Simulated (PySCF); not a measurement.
CaO2, SMILES [O]1[Ca][O]1.

Coordinates come from a PBE0-D3(BJ)/def2-TZVP optimisation.

Two levels are set side by side: PBE/def2-TZVPD (PySCF) and PBE0/def2-TZVPD (PySCF). Same geometry, gas phase. Differences are taken from unrounded values.

```json
[
 {"quantity": "orbital gap (eV)", "PBE": "0.57"},
 {"quantity": "highest occupied level (eV)", "PBE": "-3.03"},
 {"quantity": "lowest empty level (eV)", "PBE": "-2.46"},
 {"quantity": "dipole moment (D)", "PBE": "9.57"},
 {"quantity": "mean polarisability (bohr³)", "PBE": "38.8"}
]
```

Problem. These are the PBE values. What does PBE0 give? (An estimate is asked for; the answer gives what the named calculation found.)

Solution. 
| quantity | PBE0 | PBE minus PBE0 |
|---|---|---|
| orbital gap (eV) | 2.33 | -1.76 |
| highest occupied level (eV) | -4.30 | 1.27 |
| lowest empty level (eV) | -1.96 | -0.49 |
| dipole moment (D) | 10.37 | -0.79 |
| mean polarisability (bohr³) | 33.5 | 5.3 |

Without exact exchange PBE keeps part of each electron's self-repulsion, which lifts occupied levels and narrows the gap. PBE's more diffuse valence density responds more strongly to a field. Differences between two approximate levels are no errors against the true value.

Rough cost on one machine, each run with all the roots and properties that it gave: PBE0 against PBE within a factor of 2.
